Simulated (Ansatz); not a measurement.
Input for Ansatz (a quantum-chemistry and plane-wave program): U-PBE/def2-TZVPP on GeH4Te (SMILES [GeH3][TeH]), a point of a bond scan (R = 1.497 Å). Elements past Kr take the def2 small-core potentials; no spin–orbit coupling.

Ansatz 0.2 input:
```yaml
crystal:
  periodic: [false, false, false]
  atoms:
    - {symbol: Te, position_ang: [-0.09896076, 0.80692664, 0.65430353]}
    - {symbol: H, position_ang: [0.22612898, 1.76502242, -0.44846859]}
    - {symbol: Ge, position_ang: [0.13620165, -1.21741469, -0.93151219]}
    - {symbol: H, position_ang: [1.56045513, -1.29524723, -1.50328127]}
    - {symbol: H, position_ang: [-0.15262004, -2.45072946, -0.06258670]}
    - {symbol: H, position_ang: [-0.88257830, -1.12841585, -2.07852674]}
basis:
  gaussian:
    orbitals: def2-TZVPP
hamiltonian:
  xc: {name: PBE}
magnetization: {spin_polarized: true, initial_magnetization: 0}
```

It printed:

```
WARN ansatz: RAYON_NUM_THREADS=1 ignored (pool sized by the plan → 1); use --threads N
Functional definition: PBE
integrals: 0.07 GiB planned
980 factors; their error is unknown
mean field: 0.60 GiB planned
mean field evaluation 1: about -63866.7561 eV, gradient 1.9e1 eV
mean field evaluation 2: about -63866.9506 eV, gradient 2.2e1 eV
mean field evaluation 4: about -63867.8651 eV, gradient 9.4e-1 eV
mean field evaluation 8: about -63867.7306 eV, gradient 3.7e-1 eV
mean field evaluation 16: about -63867.7307 eV, gradient 1.8e-5 eV
mean field -63867.73072117 eV, -2347.0958129002 hartree, gradient 1.8e-5 eV, S^2 0.000000; 0 other end points of the search recorded, 0 dependent functions left out
reference -63867.73075918 eV, -2347.0958142970 hartree; 30, 30 occupied and 124, 124 virtual orbitals, 980 factors
Total energy: -63867.73075918 eV, -2347.0958142970 hartree
```

The calculation finished and met its thresholds.

Cost: roughly 6 core-seconds.
